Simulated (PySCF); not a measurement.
Se(Cl)2 cation (Cl2Se), SMILES Cl[Se]Cl (connectivity only; charge and spin as stated), charge +1, multiplicity 2. Atoms are numbered in the order given.

```xyz
3

Se     0.0000     0.0000     0.6353
Cl     0.0000    -1.6338    -0.6353
Cl     0.0000     1.6338    -0.6353
```
Charge +1, spin multiplicity 2.

The structure is a stationary point at PBE0-D3(BJ)/def2-TZVP. The multiplicity is an assumed one; other spin states were not compared. The isomer is the one that the SMILES or the coordinates give; other isomers of the formula were not compared.

Computed with M06-2X/def2-TZVPD (PySCF).

Gas-phase values at a fixed geometry.

Estimate the frontier levels, dipole moment and polarisability. (An estimate is asked for; the answer gives what the named calculation found.)


- α spin, highest occupied and lowest empty level: -15.52 and -7.77 eV
- β spin, highest occupied and lowest empty level: -17.23 and -10.22 eV
- dipole moment about the centre of nuclear charge: 0.155 e·Å
- mean static polarisability: 49.0 bohr³ (7.26 Å³)
- polarisability, principal values: 33.2, 44.2, 69.5 bohr³
- ⟨S²⟩: 0.756 (pure state 0.75)
